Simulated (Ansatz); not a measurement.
Consider the formal exchange of groups at a C–C bond: `CC1C[SiH2]1` + `F[SiH3]` → `F[SiH2]C1C[SiH2]1` + CH₄.

Program: Ansatz. Geometries: PBE0-D4/def2-TZVP. ΔE: electronic, gas phase. CBS: MP2 limit from def2 TZ/QZ plus the TZ coupled-cluster correction, frozen cores. This one scheme is used for every species. Functionals use def2-TZVPP. B3LYP here is the variant with VWN-RPA as its local correlation; programs differ in this. One conformer a species, not always the lowest.

`CC1C[SiH2]1`:

Cartesian coordinates in Å:
```
C 0.761 0.775 1.104
C 0.565 -0.059 -0.137
C -0.574 0.340 -1.097
Si -0.791 -1.314 -0.299
H -0.188 0.958 1.615
H 1.192 1.752 0.859
H 1.426 0.281 1.816
H 1.491 -0.308 -0.650
H -1.202 1.161 -0.762
H -0.329 0.404 -2.153
H -1.773 -1.447 0.799
H -0.579 -2.543 -1.094
```

`F[SiH3]`:

Z-matrix (Å, degrees):
```
Si
F 1 1.600
H 1 1.482 2 108.3
H 1 1.482 2 108.3 3 -120.0
H 1 1.482 2 108.3 3 120.0
```

`F[SiH2]C1C[SiH2]1`:

```xyz
12

F     1.190   -1.444   -2.104
Si    1.071   -1.222   -0.521
C    -0.500   -0.375   -0.105
C    -0.547    0.451    1.216
Si   -0.670    1.458   -0.318
H     1.188   -2.568    0.098
H     2.209   -0.369   -0.087
H    -1.402   -0.946   -0.311
H     0.371    0.485    1.796
H    -1.424    0.300    1.836
H    -1.985    1.992   -0.727
H     0.498    2.239   -0.773
```

CH₄:

Cartesian coordinates in Å:
```
C 0.000 0.000 0.000
H 0.137 -0.142 1.072
H -0.451 0.975 -0.182
H -0.653 -0.781 -0.390
H 0.967 -0.052 -0.499
```

| level | ΔE (kcal/mol) | difference from CCSD(T)/CBS |
| --- | --- | --- |
| PBE-D4 | -17.6 | 0.2 |
| r2SCAN-D4 | -18.5 | -0.7 |
| PBE0-D4 | -17.7 | 0.1 |
| B3LYP-D4 | -17.6 | 0.2 |
| ωB97X-V | -17.1 | 0.7 |
| ωB97M-V | -18.0 | -0.2 |
| B2PLYP | -17.1 | 0.7 |
| PBE | -16.9 | 0.9 |
| r2SCAN | -18.4 | -0.6 |
| PBE0 | -17.1 | 0.7 |
| B3LYP | -16.6 | 1.2 |
| HF/def2-TZVPP | -15.8 | 2.0 |
| MP2/def2-TZVPP | -17.8 | 0.0 |
| SCS-MP2/def2-TZVPP | -16.8 | 1.0 |
| CCSD/def2-TZVPP | -16.9 | 0.9 |
| CCSD(T)/def2-TZVPP | -17.1 | 0.7 |
| HF/def2-QZVPP | -15.8 | 2.0 |
| MP2/def2-QZVPP | -18.2 | -0.4 |
| SCS-MP2/def2-QZVPP | -17.2 | 0.6 |
| HF/CBS(def2) | -15.8 | 2.0 |
| MP2/CBS(def2) | -18.5 | -0.7 |
| CCSD/CBS(def2) | -17.5 | 0.3 |
| CCSD(T)/CBS | -17.8 | 0 |

Largest T1 diagnostic among the species: 0.011.

The D4 term adds −1.0 kcal/mol with B3LYP and −0.6 kcal/mol with PBE0; it sums over pairs of atoms, weighted by their polarisabilities, and B3LYP, whose exchange is more repulsive, gets the larger term. In def2-TZVPP, CCSD(T) changes the Hartree–Fock value by −1.3 kcal/mol (the triples alone add −0.3 kcal/mol) and MP2 by −2.0 kcal/mol.
